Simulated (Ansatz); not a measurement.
C2H5AlBClO (`OB/[C]([AlH2])=C\Cl`) at its PBE0-D4/def2-TZVP geometry, where that method's forces vanish. Charge 0, multiplicity 1.

| atom | x (Å) | y (Å) | z (Å) |
| --- | --- | --- | --- |
| O1 | 1.5685 | 1.0160 | -1.1792 |
| B2 | 0.2942 | 0.5497 | -1.2083 |
| C3 | -0.2225 | -0.1928 | 0.0481 |
| Al4 | 0.1003 | 0.4362 | 1.8616 |
| C5 | -0.9175 | -1.3283 | 0.0076 |
| Cl6 | -1.3062 | -2.2011 | -1.4457 |
| H7 | 1.8173 | 1.4873 | -1.9774 |
| H8 | -0.4014 | 0.7670 | -2.1644 |
| H9 | 0.8235 | 1.8135 | 2.1548 |
| H10 | -0.4506 | -0.4873 | 3.0309 |
| H11 | -1.3056 | -1.8601 | 0.8719 |

**Question.** For each bond, give half the difference of the two atoms' forces along it (eV/Å; positive pushes the atoms apart) under PBE-D4, r2SCAN-D4, B3LYP-D4, ωB97M-V in def2-TZVPP. (An estimate is asked.)

**Answer.** Ansatz gave: 
```csv
bond,length (Å),PBE-D4,r2SCAN-D4,B3LYP-D4,ωB97M-V
O1–B2,1.357,0.35,0.21,0.17,0.19
O1–H7,0.960,0.36,-0.01,-0.03,-0.09
B2–C3,1.548,-0.27,-0.11,-0.02,0.12
B2–H8,1.202,-0.01,-0.07,-0.15,-0.21
C3–Al4,1.947,-0.04,-0.02,0.05,0.03
C3–C5,1.332,0.40,0.16,-0.01,-0.13
Al4–H9,1.583,0.04,-0.02,-0.09,-0.11
Al4–H10,1.589,0.05,-0.03,-0.08,-0.11
C5–Cl6,1.739,0.15,0.22,0.35,0.23
C5–H11,1.086,-0.01,-0.12,-0.17,-0.10
```

B3LYP here is the variant with VWN-RPA as its local correlation; programs differ in this.
